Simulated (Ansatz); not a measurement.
Wavefunction ladder for BGeH7InNOS, SMILES `OB[N]([InH2])[GeH2][SH]`

```xyz
13

O     1.894   -2.090    0.235
B     1.412   -1.055   -0.524
N     0.540   -0.056   -0.048
In   -0.626    0.116    1.738
Ge   -0.153    1.172   -1.180
S    -2.220    1.383   -0.182
H     1.575   -2.093    1.141
H     1.793   -1.057   -1.669
H    -1.382   -1.361    2.172
H    -0.220    1.490    2.678
H    -0.339    0.736   -2.639
H     0.400    2.600   -1.051
H    -2.674    0.215   -0.669
```

Total charge 0; spin multiplicity 1. Correlated methods include outer-core shells of Ge, In, which these sets cover unevenly. Scalar relativity is left out up to krypton. In: def2 effective core potential. The structure was optimised at the PBE0-D4/def2-TZVP level. It is one conformer, not always the lowest. Frozen core, restricted reference, Ansatz.

```csv
basis,HF (Eh),MP2 corr.,CCSD corr.,(T),CCSD(T) total
def2-SVP,-2819.78009,-0.89818,-0.94768,-0.02953,-2820.75730
def2-TZVPP,-2820.37725,-1.28447,-1.31822,-0.05248,-2821.74795
def2-QZVPP,-2820.43959,-1.79341,–,–,–
```
